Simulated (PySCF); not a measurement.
A GIAO shielding run with PySCF (density fitting, non-relativistic, gas phase) on `O=C[C@](CC#N)([SiH3])C#N`, C5H6N2OSi:

```
$ OMP_NUM_THREADS=1 python probes_run.py task.json out

{"job": {"kind": "nmr", "xc": "PBE0", "basis": "pcSseg-1"}, "charge": 0, "multiplicity": 1}
N     -2.187223     1.395630     1.776334
C     -1.825026     0.825766     0.854156
C     -1.354770     0.107913    -0.299972
C      0.076122    -0.425718    -0.113369
Si     1.316678     1.002872     0.413087
C      0.138767    -1.423526     0.910115
N      0.186664    -2.220804     1.728966
C      0.629219    -0.934130    -1.401884
O      0.235624    -0.602052    -2.486461
H     -2.040942    -0.724469    -0.496313
H     -1.370361     0.769921    -1.171984
H      0.876048     1.455660     1.723291
H      2.643073     0.394191     0.450635
H      1.190083     2.013667    -0.632334
H      1.481629    -1.626932    -1.276178
```

Hardware: 1 thread of an Arm Neoverse V1, shared host. The job also computes population analyses, field gradients.

Problem. How large is the calculation?

Solution. 72 electrons, 190 basis functions and 997 auxiliary functions.

Problem. How long does it take, and how much memory does it need?

Solution. 28 s of wall time, with 14 SCF cycles and 5 response iterations; peak memory 0.85 GiB. Times on a shared host scatter by some tens of per cent.
